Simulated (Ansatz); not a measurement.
Several settings on one geometry of BiH2(OMe) (CH5BiO) (that of the charge 0 singlet, r2SCAN-D4/def2-TZVP). Ansatz on 4 threads of Arm Neoverse V1 on a shared host; times are rough.

```csv
atom,x (Å),y (Å),z (Å)
Bi1,0.883,1.420,0.418
H2,2.340,1.365,-0.633
H3,0.168,2.648,-0.684
O4,-0.015,-0.175,-0.595
C5,-0.696,-1.108,0.218
H6,-0.037,-1.609,0.944
H7,-1.106,-1.878,-0.443
H8,-1.536,-0.664,0.774
```

Totals from different functionals, basis sets or treatments of relativity can't be compared as stabilities.

In the def2 sets Bi takes a core potential; there is no spin–orbit coupling. B3LYP takes the VWN-RPA correlation. Correlated methods freeze 6 core orbitals; core or outer-core shells of Bi are correlated, in sets that lack core-valence functions.

The spins typed aren't always the lowest for that charge.

Give the basis size and estimate the energy, ⟨S²⟩, dipole and time of these runs.

```tsv
run	method	charge	state	further keys
1	RKS B3LYP/def2-TZVP	0	singlet	final_grid: {core_spheres: 5, valence_spheres: 4, degree: 11}; forces asked
2	UKS ωPBEh/def2-SVP	1	doublet	scf: {lower_state_search: off}; forces asked
3	RKS B2PLYP/def2-SVP	0	singlet	scf: {omitted_lower_state_checks: [starts]}; forces asked
```


```
run  functions  energy (Eh)  ⟨S²⟩  dipole (D)  wall time
  1        142    -331.0658     –        2.57      1.1 s
  2         79    -330.3737  0.76           –      2.1 s
  3         79    -330.3852     –        2.55      2.5 s
```
